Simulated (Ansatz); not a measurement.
`[F][Ge]([F])([Cl])[SeH]` + `B1O[SiH2]1` → `[SeH][SiH]1BO1` + `[F][GeH]([F])[Cl]` at 600 K and 1 bar (formal exchange of groups at the Se–Ge bond).

Gas-phase electronic energies from Ansatz, PBE0-D4/def2-TZVP geometries. CCSD(T)/CBS is the MP2 limit (def2-TZVPP, def2-QZVPP) plus CCSD(T) − MP2 in def2-TZVPP, frozen cores. For Ge, Se outer-core shells are correlated without core-valence functions, which leaves a few kJ/mol of doubt a bond. Scalar relativity is left out up to krypton. Each species was taken in one conformer, which may not be the lowest.

| species | CCSD(T)/CBS energy (Eh) | H − E (kJ/mol) | S (J/(mol·K)) |
| --- | --- | --- | --- |
| `[F][Ge]([F])([Cl])[SeH]` | -5136.92697 | 94.2 | 456.2 |
| `B1O[SiH2]1` | -390.85529 | 121.9 | 317.7 |
| `[SeH][SiH]1BO1` | -2791.59801 | 137.2 | 394.2 |
| `[F][GeH]([F])[Cl]` | -2736.19042 | 79.1 | 374.4 |

H − E and S are ideal-gas, rigid-rotor, harmonic terms from PBE0-D4/def2-TZVP, for one conformer and one mirror image of each species. 1 Eh = 2625.50 kJ/mol, R = 8.31446 J/(mol·K).

**Question.** By hand: ΔE, ΔH, ΔS and ΔG.

**Answer.** ΔE = (-2791.59801) + (-2736.19042) − (-5136.92697) − (-390.85529) = -0.00617 Eh = -16.2 kJ/mol. Δ(H − E) = 137.2 + 79.1 − 94.2 − 121.9 = 0.2, so ΔH = -16.0 kJ/mol. ΔS = 394.2 + 374.4 − 456.2 − 317.7 = -5.3 J/(mol·K). ΔG = -16.0 − 600 × (-5.3)/1000 = -12.8 kJ/mol.

**Question.** By hand: the equilibrium constant, and the temperature at which ΔG would vanish if ΔH and ΔS stayed fixed.

**Answer.** log₁₀ K = −ΔG/(RT ln 10) = 1.1. ΔG = 0 at ΔH/ΔS = 3019 K, far beyond where these terms or the molecules hold.

The number of gas molecules stays the same, so ΔS is small and ΔH decides. A doubt of 5 kJ/mol in ΔE shifts log₁₀ K by 0.4 here. Other conformers and mirror images would add mixing entropy, several J/(mol·K) or more a flexible species. These are equilibria of isolated gas molecules and say nothing of rates. Largest T1 diagnostic: 0.017 (customary marks: 0.02 for closed shells, 0.045 for open ones).
